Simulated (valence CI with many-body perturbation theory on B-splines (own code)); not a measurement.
**Lu LXVII: input, log and results**

Calculated by relativistic CI+MBPT: three valence electrons over a frozen Dirac-Fock core [He], a basis of 11 s, 11 p, 10 d, 8 f, 5 g, 2 h functions for each j, with the one-electron correlation potential Σ1 (screened to all orders), the two-electron term Σ2, the three-electron term Σ3, Breit, model QED; selected single and double excitations, second order for the rest, scaled by the run's own slope (own B-spline code, finite nucleus).

Command, and the settings that its task file holds:

```sh
python run_cv.py task.json out
```

```
atom Lu  Z=71  mass_number=175  rms_radius_fm=5.3700
core [He]
valence 2s2 2p1
avg = 1
basis = M
breit = 1
cap = 32000
capref = 2000
cscale = 1
de = 0.0
dress = 0
eps = 2e-08
extrap = 1
h = 0.27
hh = 1
l2 = 3
lcore = 6
maxit = 60
n2 = 5
natural = 1
nlev = 150
nno = [5, 5, 5, 4, 2, 1]
nroot = 36
nsp = [6, 6, 5, 4, 3, 1]
pt2 = 1
qed = 1
rpa = 1
s1 = 1
s2 = 1
s3 = 1
screen = 1
tol = 2e-05
whole = 1
```

Question: Roughly how long does this run take on one core of Arm Neoverse N1, and how much memory?

Answer: 110 s on 1 thread of Arm Neoverse N1, on a shared host, peak memory 0.74 GiB.

Log. The first blocks belong to the next ion, which gives the ionisation energy. Fields: 2J, parity (1 odd), roots, reference size, generating configurations, candidates as configurations/state functions, variational space P, stored matrix elements, Davidson steps; e2 is the range of second-order energies in hartree. The first line gives the box (bohr), its intervals, the orbitals and the steps of their self-consistent field. Window is the range of levels sought, series limit the energy at which the first omitted orbital would enter, core excitation an estimate of the first excitation out of the core, left out the lowest levels not solved, and shifts from estimates the range by which levels moved from their first estimate, all in cm⁻¹.

```
rmax 2.2 intervals 56 orbitals 83 references ['2s2 2p', '2s 2p2', '2p3'] scf 2 t 0.7
2J=0 par=0 roots 2 ref 20 generators 2 cand 396/396 P 375/375 nnz 0 it 0
2J=0 par=0 roots 2 ref 20 generators 3 cand 41/41 P 392/392 nnz 0 it 0
   second order: generators 3 cand 24/24 e2 -0.00000 -0.00000
2J=0 par=1 roots 2 ref 17 generators 3 cand 344/344 P 322/322 nnz 0 it 0
2J=0 par=1 roots 2 ref 17 generators 3 cand 39/39 P 341/341 nnz 0 it 0
   second order: generators 5 cand 20/20 e2 -0.00000 -0.00000
2J=2 par=1 roots 2 ref 40 generators 2 cand 922/922 P 779/779 nnz 0 it 0
2J=2 par=1 roots 2 ref 40 generators 2 cand 183/183 P 870/870 nnz 0 it 0
   second order: generators 2 cand 92/92 e2 -0.00000 -0.00000
reference levels 1013, estimated 767, window 108433227 1/cm; series limit 127503567, core excitation 434901503
2J=1 par=1 roots 22 ref 80 generators 20 cand 9065/13427 P 4925/7165 nnz 4.4e+06 it 4
2J=1 par=1 roots 22 ref 80 generators 22 cand 8619/12882 P 8516/12765 nnz 1.3e+07 it 7
   second order: generators 25 cand 6080/9079 e2 -0.00001 -0.00000
2J=1 par=0 roots 24 ref 82 generators 23 cand 9092/13452 P 4865/7170 nnz 4.5e+06 it 5
2J=1 par=0 roots 24 ref 82 generators 25 cand 8672/12867 P 8783/13381 nnz 1.4e+07 it 6
   second order: generators 29 cand 6275/8960 e2 -0.00001 -0.00000
2J=3 par=1 roots 30 ref 122 generators 24 cand 13570/29036 P 3649/7224 nnz 5.3e+06 it 5
2J=3 par=1 roots 30 ref 122 generators 27 cand 14637/31095 P 9672/20582 nnz 3.4e+07 it 7
   second order: generators 28 cand 8614/17737 e2 -0.00003 -0.00000
2J=3 par=0 roots 29 ref 120 generators 22 cand 13573/29005 P 3593/7223 nnz 5.5e+06 it 5
2J=3 par=0 roots 29 ref 120 generators 24 cand 13521/28431 P 9763/20911 nnz 3.5e+07 it 7
   second order: generators 25 cand 7351/14743 e2 -0.00003 -0.00000
2J=5 par=0 roots 24 ref 121 generators 22 cand 16058/40756 P 3399/7220 nnz 5.6e+06 it 4
2J=5 par=0 roots 24 ref 121 generators 24 cand 16330/41790 P 9772/23538 nnz 4.5e+07 it 7
   second order: generators 26 cand 12095/30175 e2 -0.00003 -0.00000
2J=5 par=1 roots 20 ref 116 generators 17 cand 14797/36532 P 3424/7214 nnz 5.4e+06 it 4
2J=5 par=1 roots 20 ref 116 generators 19 cand 15080/37688 P 9143/21600 nnz 3.9e+07 it 6
   second order: generators 20 cand 10397/25032 e2 -0.00002 -0.00000
2J=7 par=1 roots 10 ref 92 generators 10 cand 11062/31063 P 3384/7182 nnz 5.2e+06 it 5
...
2J=9 par=1 roots 2 ref 55 generators 2 cand 3411/9827 P 3551/8024 nnz 7.5e+06 it 4
   second order: generators 2 cand 2795/8201 e2 -0.00001 -0.00001
2J=9 par=0 roots 4 ref 60 generators 5 cand 6734/18724 P 2876/6398 nnz 4.4e+06 it 4
2J=9 par=0 roots 4 ref 60 generators 5 cand 5803/16586 P 5027/12079 nnz 1.6e+07 it 5
   second order: generators 6 cand 5078/16041 e2 -0.00002 -0.00001
2J=11 par=0 roots 1 ref 26 generators 1 cand 2837/7470 P 1898/4064 nnz 2e+06 it 4
2J=11 par=0 roots 1 ref 26 generators 1 cand 2165/5932 P 2274/5027 nnz 3.4e+06 it 4
   second order: generators 1 cand 1789/4969 e2 -0.00001 -0.00001
left out: unestimated 130599721, estimated 116759334, shifts from estimates -12 to 52
operators 0.3
```

The Davidson iterations converged.

No measured spectrum was set against this ion. As an estimate, large intervals hold to a few tenths of a per cent, small ones and those within an open d or f shell to about a per cent.

| Quantity | Value |
| --- | --- |
| Valence energy | -1935.183 hartree |
| Ionisation energy | 17112 eV (NIST: 17120 ± 40 eV (theoretical)) |
| Reference configurations for the orbitals | 2s2 2p, 2s 2p2, 2p3 |
| Radial orbitals | 83 |
| Box radius | 2.229 bohr |
| Largest variational space | 23538 |
| Lowest levels | (2s^2 2p1/2) J=1/2 0.0, (2s 2p1/2^2) J=1/2 252.6, (2s^2 2p3/2) J=3/2 1211.6, (2s 2p1/2 2p3/2) J=3/2 [a] 1389.0, (2s 2p1/2 2p3/2) J=5/2 1428.7, (2s 2p1/2 2p3/2) J=1/2 1497.4, (2s 2p1/2 2p3/2) J=3/2 [b] 1499.4, (2p1/2^2 2p3/2) J=3/2 1762.2, (2s 2p3/2^2) J=5/2 2618.4, (2s 2p3/2^2) J=1/2 2722.2, (2s 2p3/2^2) J=3/2 2722.9, (2p1/2 2p3/2^2) J=3/2 2927.1, (2p1/2 2p3/2^2) J=5/2 2949.6, (2p1/2 2p3/2^2) J=1/2 3004.2 eV |

Levels are named by their leading jj configuration (3d3/2^4 stands for four electrons in 3d with j = 3/2), which in mixed levels can hold well under half, so a name can repeat and another be missing. Letters in brackets count levels of one name in rising energy.
